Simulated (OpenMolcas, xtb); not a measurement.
**How methods differ on CH4ClGa (SMILES [CH3][GaH][Cl])**

CH4ClGa: 7 atoms, total charge 0, spin state singlet. As SMILES, `[CH3][GaH][Cl]`. Geometry: relaxed at PBE0-D4/def2-TZVP.

Each level gives the vertical energy of the triplet above the singlet (eV). The values are calculated.

```csv
level,kind,program,value (eV),less CCSD(T)/def2-SVP
GFN1-xTB,semi-empirical,xtb,6.49,+1.04
HF/def2-SVP,Hartree–Fock,OpenMolcas,5.59,+0.14
SVWN5/def2-SVP,LDA,OpenMolcas,4.69,-0.76
BLYP/def2-SVP,GGA,OpenMolcas,4.69,-0.76
M06-L/def2-SVP,meta-GGA,OpenMolcas,5.23,-0.22
B3LYP/def2-SVP,global hybrid,OpenMolcas,5.01,-0.44
BHLYP/def2-SVP,global hybrid,OpenMolcas,5.45,0.00
"CCSD(T)/def2-SVP, open shells restricted",coupled cluster or CI,OpenMolcas,5.45,0.00
```

CCSD(T)/def2-SVP, open shells restricted is the highest level here, not the true value. All-electron rows without a relativistic Hamiltonian named are non-relativistic. The values span 4.69 to 6.49 eV. The xTB rows lack spin polarisation, so open shells miss the exchange term that lowers them. A triplet this far above the singlet is often a Rydberg-like or dissociative state; sets without diffuse functions put Rydberg states too high. In the correlated wave-function rows the outer d shell of Ga is correlated, in sets not made for it.
